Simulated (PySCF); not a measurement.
Isomers of C5H8F3N, mass 139.061 u with the commonest isotopes. Theory: PBE0/def2-SVPD in PySCF (dipole) on a GFN2-xTB geometry, gas phase. One conformer each, none proved a minimum here; rigid rotors.

Question: Order these by radius of gyration √(Σ m r²/M), largest first.
A. `[H]/[N:3]=[C:2](\[CH3:1])[CH2:4][CH2:5][C:6]([F:7])([F:8])[F:9]` with C1–C2–C4–C5 148°, C2–C4–C5–C6 -80°
B. `[H]/[N:5]=[C:4](\[CH2:3][CH2:2][CH3:1])[C:6]([F:7])([F:8])[F:9]` with C1–C2–C3–C4 -179°, C2–C3–C4–N5 -3°
C. `[CH3:1][C:2]([CH3:3])([NH2:4])[C:5]([F:6])=[C:7]([F:8])[F:9]` with C1–C2–N4–H 60° and -60°, C1–C2–C5–F6 -60°

Answer: B (2.233 Å), A (2.080 Å), C (2.020 Å).

Question: Order these by rotational constant B, largest first.
A. `[H]/[N:3]=[C:2](\[CH3:1])[CH2:4][CH2:5][C:6]([F:7])([F:8])[F:9]` with C1–C2–C4–C5 148°, C2–C4–C5–C6 -80°
B. `[H]/[N:5]=[C:4](\[CH2:3][CH2:2][CH3:1])[C:6]([F:7])([F:8])[F:9]` with C1–C2–C3–C4 -179°, C2–C3–C4–N5 -3°
C. `[CH3:1][C:2]([CH3:3])([NH2:4])[C:5]([F:6])=[C:7]([F:8])[F:9]` with C1–C2–N4–H 60° and -60°, C1–C2–C5–F6 -60°

Answer: C (1248 MHz), A (996.2 MHz), B (873.5 MHz).

Question: Order these by out-of-plane moment Σ m c² = (Ia + Ib − Ic)/2, smallest first.
A. `[H]/[N:3]=[C:2](\[CH3:1])[CH2:4][CH2:5][C:6]([F:7])([F:8])[F:9]` with C1–C2–C4–C5 148°, C2–C4–C5–C6 -80°
B. `[H]/[N:5]=[C:4](\[CH2:3][CH2:2][CH3:1])[C:6]([F:7])([F:8])[F:9]` with C1–C2–C3–C4 -179°, C2–C3–C4–N5 -3°
C. `[CH3:1][C:2]([CH3:3])([NH2:4])[C:5]([F:6])=[C:7]([F:8])[F:9]` with C1–C2–N4–H 60° and -60°, C1–C2–C5–F6 -60°

Answer: B (48.68 u·Å²), C (53.62 u·Å²), A (76.12 u·Å²).

```tsv
SMILES	point group	Ia (u·Å²)	Ib (u·Å²)	Ic (u·Å²)	κ	μa (D)	μb (D)	μc (D)
[H]/N=C(\CCC)C(F)(F)F	near Cs	163.25	578.60	644.50	-0.92	4.00	0.38	0.08
CC(C)(N)C(F)=C(F)F	C1	215.81	405.11	513.68	-0.61	2.57	0.59	0.92
[H]/N=C(\C)CCC(F)(F)F	C1	170.38	507.30	525.44	-0.97	2.86	1.34	1.00
```
